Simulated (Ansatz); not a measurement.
A set of 12 reactions (bond dissociation), with CCSD(T)/CBS values in kJ/mol:

```json
{"reaction": "`C[O][Ga]([SH])[Br]` → Br• + `C[O][Ga][SH]`•", "ΔE": "410.6"}
{"reaction": "`C[O][Ga]([SH])[Br]` → `C[O][Ga][Br]`• + `[SH]`•", "ΔE": "372.4"}
{"reaction": "`CC[O][Sb]([SiH3])[Cl]` → `CC[O]`• + `[SiH3][Sb][Cl]`•", "ΔE": "312.0"}
{"reaction": "`CN(C)N[SiH3]` → `C[N]C`• + `[NH][SiH3]`•", "ΔE": "291.6"}
{"reaction": "`CC[N](C)[InH2]` → `[CH3]`• + `[CH2][N](C)[InH2]`•", "ΔE": "330.6"}
{"reaction": "`C#C[Si](C)(Cl)Cl` → `[CH3]`• + `C#C[Si](Cl)Cl`•", "ΔE": "413.7"}
{"reaction": "`[F][Sb]([SiH3])[Cl]` → F• + `[SiH3][Sb][Cl]`•", "ΔE": "443.8"}
{"reaction": "`N[Si](Cl)(Cl)Cl` → Cl• + `N[Si](Cl)Cl`•", "ΔE": "477.4"}
{"reaction": "`[CH3][GeH]([OH])[Cl]` → `[CH3][Ge]([OH])[Cl]`• + H•", "ΔE": "371.9"}
{"reaction": "`[CH3][GeH]([OH])[Cl]` → `[CH3][GeH][Cl]`• + `[OH]`•", "ΔE": "466.9"}
{"reaction": "`[CH3][GeH]([OH])[Cl]` → Cl• + `[CH3][GeH][OH]`•", "ΔE": "442.3"}
{"reaction": "`C[O][Ga]([SH])[Br]` → `[SH][Ga][Br]`• + `C[O]`•", "ΔE": "407.2"}
```

Isolated molecules relaxed with PBE0-D4/def2-TZVP in Ansatz; ΔE leaves out vibrations. CCSD(T)/CBS adds triple-zeta CCSD(T) − MP2 to the extrapolated MP2 energy (def2 sets, frozen cores). This one scheme is used for every species, atoms too. DFT in def2-TZVPP. B3LYP here is the variant with VWN-RPA as its local correlation; programs differ in this. Open shells (•) are unrestricted, without spin–orbit coupling. Spin–orbit coupling would lower the free atoms: a little for Cl, F; clearly for Br. def2 core potentials past Kr. For Br, Ga, Ge, In, Sb outer-core shells are correlated without core-valence functions, so the limit isn't a true one: a few kJ/mol of doubt a bond, and 10 to 20 or more in all where bonds break to atoms. Scalar relativity is left out up to krypton. One conformer a species, not always the lowest.

(1) Give the mean, mean absolute and largest difference (level minus CCSD(T)/CBS, kJ/mol) for: PBE-D4, revPBE-D4, PBE0-D4, B3LYP-D4, BHLYP-D4, PBE, PBE0, r2SCAN0, BHLYP, CAM-B3LYP, HF/def2-SVP, CCSD(T)/def2-TZVPP, SCS-MP2/def2-QZVPP, HF/CBS(def2). (An estimate is asked.)

The largest T1 diagnostic in the set is 0.019, for `C#C[Si](Cl)Cl`• (customary mark 0.045).

CCSD(T)/CBS is a level of theory with its own doubt, and the functionals carry their triple-zeta basis error, so these figures describe this set and don't rank the functionals.

Answers

(1) The calculation gave: 
```json
{"level": "PBE-D4", "mean": "-21.1", "mean absolute": "22.8", "largest": "-48.2"}
{"level": "revPBE-D4", "mean": "-33.2", "mean absolute": "33.2", "largest": "-60.5"}
{"level": "PBE0-D4", "mean": "-22.8", "mean absolute": "22.8", "largest": "-45.6"}
{"level": "B3LYP-D4", "mean": "-31.6", "mean absolute": "31.6", "largest": "-51.8"}
{"level": "BHLYP-D4", "mean": "-37.1", "mean absolute": "37.1", "largest": "-54.4"}
{"level": "PBE", "mean": "-29.3", "mean absolute": "30.5", "largest": "-57.9"}
{"level": "PBE0", "mean": "-30.1", "mean absolute": "30.1", "largest": "-54.2"}
{"level": "r2SCAN0", "mean": "-37.1", "mean absolute": "37.1", "largest": "-60.9"}
{"level": "BHLYP", "mean": "-48.0", "mean absolute": "48.0", "largest": "-72.3"}
{"level": "CAM-B3LYP", "mean": "-30.1", "mean absolute": "30.1", "largest": "-46.0"}
{"level": "HF/def2-SVP", "mean": "-136.3", "mean absolute": "136.3", "largest": "-212.6"}
{"level": "CCSD(T)/def2-TZVPP", "mean": "-15.5", "mean absolute": "15.5", "largest": "-30.0"}
{"level": "SCS-MP2/def2-QZVPP", "mean": "8.8", "mean absolute": "9.1", "largest": "19.9"}
{"level": "HF/CBS(def2)", "mean": "-137.9", "mean absolute": "137.9", "largest": "-182.5"}
```
